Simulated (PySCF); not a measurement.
**Basis-set dependence of excited states**

Hexafluoroethane, C2F6.
SMILES: `FC(F)(F)C(F)(F)F`

TDDFT with PBE0 (PySCF), vertical singlets, core orbitals frozen in the response, spherical d and f functions. Isolated species at its PBE0-D3(BJ)/def2-SVP geometry, gas phase.

Question: How do the low singlets change with the basis? Take 6-31G*, def2-SVP, 6-31+G*, def2-SVPD, aug-cc-pVDZ and def2-TZVP.

Answer: 

| basis | functions | diffuse | S1 (eV) | S2 (eV) | S3 (eV) | S4 (eV) | S5 (eV) | LUMO (eV) | α (au) |
| --- | --- | --- | --- | --- | --- | --- | --- | --- | --- |
| 6-31G* | 112 | no | 12.03 | 12.03 | 13.17 | 13.17 | 13.32 | 3.01 | 23.4 |
| def2-SVP | 112 | no | 12.11 | 12.11 | 13.25 | 13.25 | 13.39 | 2.68 | 22.0 |
| 6-31+G* | 144 | yes | 10.90 | 11.35 | 11.35 | 11.67 | 11.99 | 0.60 | 29.6 |
| def2-SVPD | 178 | yes | 11.13 | 11.58 | 11.58 | 12.14 | 12.22 | 0.75 | 31.5 |
| aug-cc-pVDZ | 184 | yes | 10.76 | 11.21 | 11.21 | 11.37 | 11.87 | 0.53 | 31.5 |
| def2-TZVP | 248 | no | 11.80 | 11.80 | 12.61 | 12.96 | 12.96 | 2.19 | 28.4 |

States are compared by their number. Against the largest diffuse basis here (aug-cc-pVDZ, itself not a converged limit), sets without diffuse functions differ by up to 1.35 eV in S1 and 1.53 eV in S5; the smaller diffuse sets differ by up to 0.37 and 0.36 eV. State by state, the largest deviation of a set without diffuse functions is S1 1.35, S2 0.90, S3 2.04, S4 1.88, S5 1.53 eV. The same number needn't mean the same state in each row. Against aug-cc-pVDZ the polarisability deviates by -26% in 6-31G*, -30% in def2-SVP, -6% in 6-31+G*, 0% in def2-SVPD, -10% in def2-TZVP.
